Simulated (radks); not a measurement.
Question: Valence configurations of Gd II (all share [Xe]). Method: scalar-relativistic Kohn-Sham, r2SCAN, spin-unpolarised, spherical densities, finite nucleus; meta-GGA in the generalised Kohn-Sham scheme; Fermi nuclear charge, rms radius 5.1569 fm; computed with a radial shooting solver on a logarithmic mesh with Libxc functionals. Order these by energy: 4f8 5d1; 4f6 5d2 6s0.5 6p0.5; 4f7 5d1 6s1; 4f8 6s0.5 6p0.5; 4f7 5d1 6p1; 4f6 5d1 6s2; 4f7 5d2; 4f6.5 5d1.5 6s1; 4f6 5d2 6s1; 4f8 6s1.

Answer: From the lowest, in eV above it: 4f8 6s1 0.000; 4f8 6s0.5 6p0.5 1.602; 4f8 5d1 1.698; 4f7 5d1 6s1 4.360; 4f7 5d2 5.353; 4f7 5d1 6p1 7.828; 4f6.5 5d1.5 6s1 8.347; 4f6 5d2 6s1 13.676; 4f6 5d1 6s2 13.880; 4f6 5d2 6s0.5 6p0.5 15.573. NIST lists [Xe] 4f7 5d1 6s1 as the ground configuration; this level of theory puts 4f8 6s1 lower, by 4.360 eV. The energies are those of spherical spin-averaged densities, not of single terms.
